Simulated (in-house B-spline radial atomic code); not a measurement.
Configurations of K+, with energies counted from [Ne] 3s2 3p6. All numbers are computed (scalar-relativistic (X2C) CAM-B3LYP, spin-polarised, spherical fractional occupations, exact exchange averaged over the configuration; Fermi nucleus of rms radius 3.4349 fm) with an all-electron radial atomic-structure program (B-spline basis), not measured. Shells without spins written out take the highest spin.

Occupations are held fixed; configurations that lie above the ionisation limit could autoionise.

```
           configuration  E - E(ref) (eV)  highest orbital  its <r> (bohr)
        [Ne] 3s2 3p5 4s1           20.066            4s up           3.706
        [Ne] 3s2 3p5 4p1           23.025            4p up           4.477
        [Ne] 3s2 3p5 4d1           26.624            4d up           6.796
        [Ne] 3s1 3p6 4d1           44.766            4d up           6.724
[He] 2s2 2p5 3s2 3p6 4s1           296.52            4s up           3.624
[He] 2s2 2p5 3s2 3p6 4f1           304.91            4f up           8.736
```

(1) Order these further configurations by energy, lowest first.
A. [He] 2s2 2p5 3s2 3p6 4p1
B. [He] 2s2 2p5 3s2 3p6 4d1
C. [Ne] 3s2 3p5 3d1
D. [Ne] 3s1 3p6 4f1
E. [Ne] 3s1 3p6 4p1

(2) How far above the reference does [He] 2s2 2p5 3s2 3p6 3d1 lie?

Answers

(1) C (20.992 eV), E (41.155 eV), D (46.36 eV), A (299.51 eV), B (303.18 eV).

(2) 296.89 eV; its least bound orbital is 3d up with <r> = 2.106 bohr.
